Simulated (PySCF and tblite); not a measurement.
Values are calculated unless marked as measured or tabulated.
C4H9Br, numbered as in [CH3:1][CH2:2][CH2:3][CH2:4][Br:5].

Free energies: PBE0-D3(BJ)/def2-TZVP on PBE0-D3(BJ)/def2-SVP structures plus GFN2-xTB thermal terms, symmetry and mirror images included. Conformers within 4 kcal/mol (GFN2-xTB free energy) were kept, 7 at most. Codes: tblite and PySCF.

Rotational constants are equilibrium values for the commonest isotopes; dipoles come from the energy level named.

Torsions listed: C1–C2–C3–C4, C2–C3–C4–Br5. Of a mirror pair one member is shown.

```tsv
conformer	shape	symmetry
1	-179°, -66°	C1 (pair)
2	-57°, -60°	C1 (pair)
3	180°, 180°	Cs
4	65°, 178°	C1 (pair)
5	70°, -80°	C1 (pair)
```

Problem. Give the rotational constants and dipole components, as needed to look for these species in a jet-cooled rotational spectrum.

Solution. 
```tsv
conformer	A (MHz)	B (MHz)	C (MHz)	abs μa (D)	abs μb (D)	abs μc (D)	κ	Ic−Ia−Ib (u Å²)
1	8217	1206	1106	1.64	1.31	0.21	-0.97	-23.8
2	6137	1489	1366	1.73	1.10	0.48	-0.95	-51.9
3	15983	914	883	2.20	0.77	0.00	-1.00	-12.7
4	12196	1012	978	2.31	0.04	0.41	-0.99	-24.1
5	5608	1637	1343	1.67	1.38	0.24	-0.86	-22.7
```
